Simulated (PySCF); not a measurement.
A run for PySCF: R-HF/STO-3G on BrGeH3O (SMILES [OH][GeH2][Br]), a point of a torsion scan.

```python
from pyscf import gto, scf, dft, mp
from pyscf.data.elements import chemcore

mol = gto.M(
    atom='''
    O     1.26291901    0.18406578   -0.43869079
    Ge   -0.32414989   -0.31005809    0.02330820
    Br   -1.77693484    1.30545417   -0.63924481
    H     1.82382125    0.70406286    0.13205252
    H    -0.44607882   -0.47049129    1.51937392
    H    -0.56630478   -1.53684365   -0.79879249
    ''',
    basis='sto-3g',
    charge=0, spin=0, verbose=3, max_memory=1800)
mf = scf.RHF(mol)
mf.conv_tol = 1e-8
mf.max_cycle = 100
mf.kernel()
if not mf.converged:
    mf = mf.newton().run(mf.mo_coeff, mf.mo_occ)
```

Program output:

```
converged SCF energy = -4672.0692017204
```

Self-consistency was reached.

Cost: very roughly 0.4 core-seconds.
